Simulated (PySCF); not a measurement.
Sn(Cl)2(OH)(NH2) (Cl2H3NOSn), SMILES [NH2][Sn]([OH])([Cl])[Cl].

Geometry: B3LYP-D3(BJ)/def2-SVP. The def2 effective core potentials stand for the cores of Sn; spin–orbit coupling is left out. Other conformers were not sampled.

All values below come from B3LYP-D3(BJ)/def2-SVP (PySCF).

Frequencies are harmonic and unscaled.

Computed normal modes with their intensities:
```
mode  ν (cm⁻¹)  IR (km/mol)    moving atoms (share of kinetic energy)
----  --------  -----------  ----------------------------------------
1           48         21.4            H 57 %, N 19 %, Cl 15 %, O 9 %
2          110          5.6                           Cl 75 %, Sn 9 %
3          131         40.5                   H 60 %, O 17 %, Cl 12 %
4          137          2.3          H 26 %, Cl 25 %, N 23 %, Sn 22 %
5          153         21.5  N 34 %, O 22 %, H 20 %, Cl 14 %, Sn 10 %
6          159          2.2  O 29 %, N 23 %, H 20 %, Sn 15 %, Cl 12 %
7          192         92.9                            H 44 %, O 43 %
8          362         28.3                          Cl 82 %, Sn 15 %
9          380         61.9                          Cl 73 %, Sn 27 %
10         543        116.7                            N 65 %, H 27 %
11         632         82.2                           O 84 %, Sn 12 %
12         666         42.8                            H 62 %, N 30 %
13         850         34.0                                    H 93 %
14         897         65.6                                    H 90 %
15        1528          9.9                             H 92 %, N 8 %
16        3492         27.6                                    H 96 %
17        3592         25.8                             H 91 %, N 9 %
18        3818         83.4                                    H 94 %
```
